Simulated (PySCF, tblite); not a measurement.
Isomers of C7H8FO2P, one GFN2-xTB conformer each. Single-point energies are computed at PBE0/pcSseg-1 (PySCF, gas phase, no added dispersion term), electronic only.

Question: Rank them by PBE0/pcSseg-1 energy, lowest first (kcal/mol).
A. `[CH3:1][P@:2](=[O:3])([OH:4])[c:5]1[cH:6][cH:7][cH:8][cH:9][c:10]1[F:11]` with C1–P2–O4–H 134°, C1–P2–C5–C6 -129°
B. `[CH3:1][P@:2](=[O:3])([OH:4])[c:5]1[cH:6][cH:7][cH:8][c:9]([F:10])[cH:11]1` with C1–P2–O4–H 138°, C1–P2–C5–C6 -114°

Answer: A (0.0), B (0.5).

Neighbours under 2.5 kcal/mol apart (C[P@](=O)(O)c1ccccc1F and C[P@](=O)(O)c1cccc(F)c1) can change places with a better method, another conformer or zero-point energy. GFN2-xTB itself gives, in the same order: 0.0, 0.0. GFN2-xTB puts C[P@](=O)(O)c1cccc(F)c1 lowest instead.

Which frontier levels, dipoles and rotational constants go with these structures?

```json
{"SMILES": "C[P@](=O)(O)c1ccccc1F", "HOMO (eV, PBE0/pcSseg-1)": "-7.62", "LUMO (eV)": "-1.08", "dipole (D)": "2.50", "A, B, C (MHz)": "1701, 777.1, 614.3"}
{"SMILES": "C[P@](=O)(O)c1cccc(F)c1", "HOMO (eV, PBE0/pcSseg-1)": "-7.62", "LUMO (eV)": "-1.20", "dipole (D)": "1.42", "A, B, C (MHz)": "1836, 612.9, 520.9"}
```

What happens when harmonic zero-point energies from GFN2-xTB frequencies are added?

| SMILES | ZPE (kcal/mol) | electronic (kcal/mol) | with ZPE (kcal/mol) |
| --- | --- | --- | --- |
| C[P@](=O)(O)c1ccccc1F | 84.6 | 0.0 | 0.0 |
| C[P@](=O)(O)c1cccc(F)c1 | 84.4 | 0.5 | 0.3 |

The zero-point energies span 0.2 kcal/mol. The order is unchanged.
